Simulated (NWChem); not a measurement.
System: C2H4NO anion

Here is an NWChem input.

```
start job
memory heap 200 mb stack 900 mb global 1100 mb
charge -1
geometry units angstroms noautosym nocenter noautoz
  C      0.489730    -1.367988    -0.085400
  N     -0.679665    -0.548194    -0.306745
  C     -0.540298     0.711682     0.045314
  O      0.454289     1.314417     0.545426
  H      0.806569    -1.401712     0.980466
  H      0.284856    -2.405206    -0.406834
  H      1.385711    -1.013514    -0.641452
  H     -1.470341     1.314859    -0.142411
end
basis spherical
  C library 6-31+g*
  N library 6-31+g*
  O library 6-31+g*
  H library 6-31+g*
end
dft
  xc pbe0
  iterations 150
end
cosmo
  do_cosmo_smd true
  solvent benzene
end
task dft energy
```

Excerpt of the output:

```
             Northwest Computational Chemistry Package (NWChem) 7.3.0
             --------------------------------------------------------

                             Geometry "geometry" -> ""
                             -------------------------

 Output coordinates in angstroms (scale by  1.889725989 to convert to a.u.)

  No.       Tag          Charge          X              Y              Z
 ---- ---------------- ---------- -------------- -------------- --------------
    1 C                    6.0000     0.48973000    -1.36798800    -0.08540000
    2 N                    7.0000    -0.67966500    -0.54819400    -0.30674500
    3 C                    6.0000    -0.54029800     0.71168200     0.04531400
    4 O                    8.0000     0.45428900     1.31441700     0.54542600
    5 H                    1.0000     0.80656900    -1.40171200     0.98046600
    6 H                    1.0000     0.28485600    -2.40520600    -0.40683400
    7 H                    1.0000     1.38571100    -1.01351400    -0.64145200
    8 H                    1.0000    -1.47034100     1.31485900    -0.14241100

 Effective nuclear repulsion energy (a.u.)     112.6962491104

                                 NWChem DFT Module
                                 -----------------

 Summary of "ao basis" -> "ao basis" (spherical)
 ------------------------------------------------------------------------------
       Tag                 Description            Shells   Functions and Types
 ---------------- ------------------------------  ------  ---------------------
 C                          6-31+g*                  8       18   4s3p1d
 N                          6-31+g*                  8       18   4s3p1d
 O                          6-31+g*                  8       18   4s3p1d
 H                          6-31+g*                  2        2   2s

 in cosmo_initialize ...
 calling solv_data for solv:benzene

 solvent parameters
 solvname_short: benzene
 solvname_long:  benzene
 dielec:        2.2706
 dielecinf:     2.2533
 nonaqueous SMD model solvent descriptors
 dielec:        2.2706
 sola:          0.0000
 solb:          0.1400
 solc:          1.0000
 solg:         40.6200
 solh:          0.0000
 soln:          1.5011

          ---------------
          -cosmo- solvent
          ---------------
 Cosmo: York-Karplus, doi: 10.1021/jp992097l
 dielectric constant -eps-     =   2.27
 screen = (eps-1)/(eps    )    =   0.55959
 surface charge correction     = lagrangian

   van der Waals surface
 --------------------------

 ---------- ATOMIC COORDINATES (A.U.) ------------ VDWR(ANG.) --
     1    0.92545551   -2.58512248   -0.16138260     1.850
     2   -1.28438061   -1.03593645   -0.57966400     1.890
     3   -1.02101517    1.34488397    0.08563104     1.850
     4    0.85848173    2.48388796    1.03070569     2.294
     5    1.52419440   -2.64885159    1.85281208     1.200
     6    0.53829979   -4.54518029   -0.76880478     1.200
     7    2.61861409   -1.91526375   -1.21216851     1.200
     8   -2.77854160    2.48472322   -0.26911777     1.200
 number of segments per atom =        128
 number of   points per atom =        128
 atom (   nspa,  nppa )
 ----------------------
    1 (     47,     0 )       0
    2 (     60,     0 )       0
    3 (     24,     0 )       0
    4 (     89,     0 )       0
    5 (     48,     0 )       0
    6 (     55,     0 )       0
    7 (     49,     0 )       0
    8 (     55,     0 )       0
 number of -cosmo- surface points =      427
 molecular surface =    106.099 angstrom**2
 molecular volume  =     87.134 angstrom**3
 -lineq- algorithm             =   0
 -bem- low  level              =   3
 -bem- from -octahedral-
 gaussian surface charge width =   4.50000
 degree of switching           =   1.00000
 switching function tolerance  =   0.00010
 atomic radii =
 --------------
    1  6.000  1.850
    2  7.000  1.890
    3  6.000  1.850
    4  8.000  2.294
    5  1.000  1.200
    6  1.000  1.200
    7  1.000  1.200
    8  1.000  1.200
 ...... end of -cosmo- initialization ......

 nat:                     8
 ixmem:                  3618
 calling mnsol_interface()
 G(SMD-CDS) energy (kcal/mol)  =    -0.580
 SMD-CDS SASA (angstrom**2)    =   113.963

            General Information
            -------------------
          SCF calculation type: DFT
          Wavefunction type:  closed shell.
          No. of atoms     :     8
          No. of electrons :    32
           Alpha electrons :    16
            Beta electrons :    16
          Charge           :    -1
          Spin multiplicity:     1
          Use of symmetry is: off; symmetry adaption is: off
          Maximum number of iterations: 150
          AO basis - number of functions:    80
                     number of shells:    40
          Convergence on energy requested:  1.00D-06
          Convergence on density requested:  1.00D-05
          Convergence on gradient requested:  5.00D-04

              XC Information
              --------------
                         PBE0 Method XC Functional
                     Hartree-Fock (Exact) Exchange  0.250
          PerdewBurkeErnzerhof Exchange Functional  0.750
            Perdew 1991 LDA Correlation Functional  1.000 local
           PerdewBurkeErnz. Correlation Functional  1.000 non-local

             Grid Information
             ----------------
          Grid used for XC integration:  medium
          Radial quadrature: Mura-Knowles
          Angular quadrature: Lebedev.
          Tag              B.-S. Rad. Rad. Pts. Rad. Cut. Ang. Pts.
          ---              ---------- --------- --------- ---------
          C                   0.70       49          12.0       434
          N                   0.65       49          10.0       434
          O                   0.60       49          11.0       434
          H                   0.35       45          11.0       434
          Grid pruning is: on
          Number of quadrature shells:   376
          Spatial weights used:  Erf1

      Superposition of Atomic Density Guess
      -------------------------------------

 Sum of atomic energies:        -206.37229716

 Renormalizing density from      31.00 to     32

      Non-variational initial energy
      ------------------------------

 Total energy =    -212.491981
 1-e energy   =    -519.060884
 2-e energy   =     193.872654
 HOMO         =       0.034117
 LUMO         =       0.223998

   convergence    iter        energy       DeltaE   RMS-Dens  Diis-err
 ---------------- ----- ----------------- --------- --------- ---------
     COSMO gas phase
 d= 0,ls=0.0,diis     1   -208.2334209804 -3.21D+02  1.95D-02  1.11D+00
 d= 0,ls=0.0,diis     2   -208.1957685838  3.77D-02  1.19D-02  1.62D+00
 d= 0,ls=0.0,diis     3   -208.3672201115 -1.71D-01  4.97D-03  1.52D-01
 d= 0,ls=0.0,diis     4   -208.3790730771 -1.19D-02  1.82D-03  3.11D-02
 d= 0,ls=0.0,diis     5   -208.3823053392 -3.23D-03  3.36D-04  1.25D-03
  Resetting Diis
 d= 0,ls=0.0,diis     6   -208.3824381334 -1.33D-04  1.09D-04  6.83D-05
 d= 0,ls=0.0,diis     7   -208.3824463725 -8.24D-06  2.42D-05  9.31D-07
 d= 0,ls=0.0,diis     8   -208.3824463298  4.27D-08  1.31D-05  1.39D-06
 d= 0,ls=0.0,diis     9   -208.3824464907 -1.61D-07  1.88D-06  2.38D-08

   convergence    iter        energy       DeltaE   RMS-Dens  Diis-err
 ---------------- ----- ----------------- --------- --------- ---------
     COSMO solvation phase
 d= 0,ls=0.0,diis     1   -208.4383425709 -5.59D-02  3.66D-03  1.76D-03
 d= 0,ls=0.0,diis     2   -208.4386641213 -3.22D-04  5.04D-04  1.33D-03
 d= 0,ls=0.0,diis     3   -208.4388319713 -1.68D-04  2.38D-04  4.18D-04
 d= 0,ls=0.0,diis     4   -208.4388618764 -2.99D-05  1.12D-04  9.21D-05
 d= 0,ls=0.0,diis     5   -208.4388655894 -3.71D-06  2.26D-05  4.21D-06
 d= 0,ls=0.0,diis     6   -208.4388660343 -4.45D-07  7.95D-06  9.56D-07

         Total DFT energy =     -208.438866034288
      One electron energy =     -516.986773447413
           Coulomb energy =      220.266998941080
    Exchange-Corr. energy =      -27.780302963759
 Nuclear repulsion energy =      112.696249110352

             COSMO energy =        3.364962325452

 Numeric. integr. density =       32.000008741857

                                COSMO-SMD solvation results
                                ---------------------------

             internal energy in gas <Psi(g)|H|Psi(g)> =      -208.382446490723
         internal energy in solvent <Psi(s)|H|Psi(s)> =      -208.381715345942
                               delta internal energy  =         0.000731144782 (    0.46 kcal/mol)
   total free energy in solvent <Psi(s)|H+V/2|Psi(s)> =      -208.437942401615
 polarization energy contribution <Psi(s)|V/2|Psi(s)> =        -0.056227055673 (  -35.28 kcal/mol)
    total free energy in solvent including G(SMD-CDS) =      -208.438866034288
                       G(SMD-CDS) energy contribution =        -0.000923632674 (   -0.58 kcal/mol)
     1 M fixed-concentration free energy of solvation =        -0.056419543565 (  -35.40 kcal/mol)

                       DFT Final Molecular Orbital Analysis
                       ------------------------------------

 Vector   14  Occ=2.000000D+00  E=-1.688374D-01
              MO Center= -4.8D-01, -1.7D-01, -1.4D-01, r^2= 2.6D+00
   Bfn.  Coefficient  Atom+Function         Bfn.  Coefficient  Atom+Function
  ----- ------------  ---------------      ----- ------------  ---------------
    24     -0.375007  2 N  s                 21      0.364417  2 N  px
    57      0.267628  4 O  px                80      0.225685  8 H  s
    25      0.206731  2 N  px                 3     -0.203785  1 C  px
    61      0.174540  4 O  px                28     -0.170775  2 N  s
    20     -0.158489  2 N  s                 79      0.148106  8 H  s

 Vector   15  Occ=2.000000D+00  E=-1.435860D-01
              MO Center= -1.5D-02,  7.7D-01,  2.5D-01, r^2= 2.3D+00
   Bfn.  Coefficient  Atom+Function         Bfn.  Coefficient  Atom+Function
  ----- ------------  ---------------      ----- ------------  ---------------
    58      0.471869  4 O  py                62      0.327597  4 O  py
    57     -0.244483  4 O  px                22      0.204176  2 N  py
    21      0.198710  2 N  px                80     -0.169413  8 H  s
    26      0.164915  2 N  py                61     -0.158643  4 O  px
    25      0.148260  2 N  px                28      0.122017  2 N  s

 Vector   16  Occ=2.000000D+00  E=-1.275443D-01
              MO Center= -1.4D-01,  7.6D-02,  3.4D-02, r^2= 2.5D+00
   Bfn.  Coefficient  Atom+Function         Bfn.  Coefficient  Atom+Function
  ----- ------------  ---------------      ----- ------------  ---------------
    23      0.409957  2 N  pz                59     -0.348521  4 O  pz
    27      0.313090  2 N  pz                63     -0.252543  4 O  pz
    31      0.156237  2 N  pz                74     -0.149958  5 H  s
    78      0.150197  7 H  s                 21     -0.146688  2 N  px
    57      0.124627  4 O  px                25     -0.112128  2 N  px

 Vector   17  Occ=0.000000D+00  E= 8.683039D-02
              MO Center=  7.2D-01, -1.6D+00, -5.2D-02, r^2= 1.0D+01
   Bfn.  Coefficient  Atom+Function         Bfn.  Coefficient  Atom+Function
  ----- ------------  ---------------      ----- ------------  ---------------
    46      2.374458  3 C  s                 28     -1.756571  2 N  s
    10      0.952669  1 C  s                 64     -0.935395  4 O  s
    12     -0.560422  1 C  py                47      0.498489  3 C  px
    29     -0.369188  2 N  px                48     -0.310915  3 C  py
    42      0.288301  3 C  s                 43      0.199668  3 C  px

 Vector   18  Occ=0.000000D+00  E= 1.042899D-01
              MO Center= -9.1D-01,  2.1D-01, -2.1D-01, r^2= 1.3D+01
   Bfn.  Coefficient  Atom+Function         Bfn.  Coefficient  Atom+Function
  ----- ------------  ---------------      ----- ------------  ---------------
    10      1.802734  1 C  s                 28     -1.679810  2 N  s
    47     -1.090088  3 C  px                11     -1.057808  1 C  px
    12      1.028685  1 C  py                48      0.667359  3 C  py
    49     -0.229218  3 C  pz                80     -0.197597  8 H  s
    65      0.176853  4 O  px                 6      0.161810  1 C  s

 Vector   19  Occ=0.000000D+00  E= 1.135116D-01
              MO Center=  3.1D-02, -7.9D-02,  6.2D-02, r^2= 1.2D+01
   Bfn.  Coefficient  Atom+Function         Bfn.  Coefficient  Atom+Function
  ----- ------------  ---------------      ----- ------------  ---------------
    49      1.133807  3 C  pz                13      0.783310  1 C  pz
    31     -0.766495  2 N  pz                47     -0.404291  3 C  px
    67     -0.386879  4 O  pz                29      0.274780  2 N  px
    11     -0.272033  1 C  px                48     -0.262637  3 C  py
    12     -0.186734  1 C  py                30      0.180791  2 N  py

     Multipole analysis of the density
     ---------------------------------

     L   x y z        total         alpha         beta         nuclear
     -   - - -        -----         -----         ----         -------
     0   0 0 0     -1.000000    -16.000000    -16.000000     31.000000

     1   1 0 0      0.338033      0.565817      0.565817     -0.793602
     1   0 1 0     -0.706645      0.369905      0.369905     -1.446455
     1   0 0 1     -0.176679     -1.756444     -1.756444      3.336209

     2   2 0 0    -24.089153    -35.058261    -35.058261     46.027370
     2   1 1 0     -3.505819      5.559049      5.559049    -14.623918
     2   1 0 1     -1.928394     -6.390874     -6.390874     10.853354
     2   0 2 0    -25.788826    -85.562581    -85.562581    145.336336
     2   0 1 1     -2.511235    -15.314788    -15.314788     28.118342
     2   0 0 2    -22.242888    -19.429904    -19.429904     16.616919
```

Level: PBE0/6-31+G* (spherical d), SMD on the gas-phase geometry. Structure relaxed at the B3LYP/def2-SVPD level. Solvent: benzene.
